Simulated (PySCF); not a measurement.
# Unknown compound

Molecular formula: C5H7FO2Si. Simulated spectra:

1H NMR (300 MHz, computed): δ 6.74 (m, 1H), 5.31 (m, 2H), 4.97 (m, 2H), 3.21 (s, 2H).

13C{1H} NMR (computed): δ 172.3, 148.4, 147.3, 68.8, 39.4.

Theory: geometry from GFN2-xTB, GIAO PBE0/pcSseg-1 shieldings, in PySCF (no solvent model, one computed conformer, averaged over atoms made equivalent by symmetry, fast rotation or ring inversion, no relativistic terms).

Scale: 1H and 13C vs TMS (reference shieldings calculated alike).

Which of these isomers gave the spectra?
A. O=C1CC([SiH2]F)=CCO1
B. C=C1O[SiH2]C(F)=C[C@@H]1O
C. C[C@@]1(F)C=CO[SiH2]C1=O

Answers

A. 

The formula gives 3 degrees of unsaturation (1 ring in the answer). 5 carbon signals for 5 carbons: no two carbons are equivalent. Carbon types of the structure: 2 × C, 1 × CH, 2 × CH2, leaving 2 H on heteroatoms. δC 172.3: ester carbonyl carbon; it is a carbonyl in resonance with an O or N lone pair, the region of acids, esters and amides. δC 148.4: fully substituted alkene carbon; an sp2 carbon of a C=C bond. δC 147.3: alkene CH; the olefinic region. δC 68.8: allylic sp3 CH2 bonded to O; pulled downfield by the heteroatom. δC 39.4: sp3 CH2 α to a carbonyl; α to the electron-withdrawing carbonyl group.

The others: C=C1O[SiH2]C(F)=C[C@@H]1O would give 6 signals for carbon-bound and other non-exchanging H, not 4; C[C@@]1(F)C=CO[SiH2]C1=O would give 5 signals for carbon-bound and other non-exchanging H, not 4.

Splittings by 19F in the carbon and heteronuclear signals aren't shown, as no couplings were computed. Shifts are as computed. Against solution values, carbons near 30 ppm lie about +3 ppm off and those near 130 ppm about +5 ppm. Of 1211 compounds with measured shifts, 218 miss one by over three times the rms of a fit or turn the order of signals round; such compounds aren't used in these exercises. No couplings were computed; multiplicities are counted from neighbouring protons, with m where these are inequivalent, close in shift, in a saturated or five-membered ring or joined by F or P, and br s for small geminal =CH2 splittings.
